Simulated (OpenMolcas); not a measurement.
**5s² 5p² along the 50-electron sequence**

```
Program             : OpenMolcas
Method              : CASSCF
Basis               : ANO-R3
Scalar Hamiltonian  : X2C, finite nucleus
Spin-orbit coupling : RASSI with atomic mean-field integrals over the reference wave functions, term energies averaged over their components
```

Active space for each ion: 2 electrons in 3 orbitals (5p).

Computed levels in cm-1 above ³P₀:

```json
{"Level": "³P₁", "Sn": "1343", "Sb+": "2466", "Te2+": "3838", "Xe4+": "7505"}
{"Level": "³P₂", "Sn": "3052", "Sb+": "5161", "Te2+": "7490", "Xe4+": "12990"}
{"Level": "¹D₂", "Sn": "10263", "Sb+": "14264", "Te2+": "18399", "Xe4+": "27998"}
{"Level": "¹S₀", "Sn": "21585", "Sb+": "28408", "Te2+": "34810", "Xe4+": "47923"}
{"Level": "weight of ³P in the lowest level (%)", "Sn": "98", "Sb+": "97", "Te2+": "96", "Xe4+": "93"}
```

Measured, with the error of the calculation in %. Measured levels: Sn, Sb+ from NIST Handbook of Basic Atomic Spectroscopic Data; Te2+ from the list in Zhang, Palmeri, Quinet and Biemont, Astron. Astrophys. 551, A136 (2013); Xe4+ from Saloman, J. Phys. Chem. Ref. Data 33, 765 (2004).

| Level | Sn | Sb+ | Te2+ | Xe4+ |
| --- | --- | --- | --- | --- |
| ³P₁ | 1692 (-20.6) | 3055 (-19.3) | 4757 (-19.3) | 9292 (-19.2) |
| ³P₂ | 3428 (-11.0) | 5658 (-8.8) | 8167 (-8.3) | 14127 (-8.0) |
| ¹D₂ | 8613 (+19.2) | 12790 (+11.5) | 17360 (+6.0) | 28411 (-1.5) |
| ¹S₀ | 17162 (+25.8) | 23906 (+18.8) | 30398 (+14.5) | 44470 (+7.8) |

The fine-structure level ³P₂ changes by a factor of 4.26 from Sn to Xe4+. Its fourth root runs 7.43, 8.48, 9.30, 10.68, with steps per unit of Z of 1.04, 0.83, 0.69; equal steps would mean a (Z - σ)^4 law with constant σ.

¹D₂ changes by a factor of 2.73 over the same range, with steps per unit of Z of +4000, +4140, +4800 cm-1.

With the s shell closed, the reference lacks s² → p² mixing. Computed and measured levels are paired by configuration, term and J; levels that our copy of the source lacks, or whose pairing is in doubt (as where it misses far off the trend of its configuration), stay unpaired and out of the deviations. Levels of configurations outside the active space are missing.
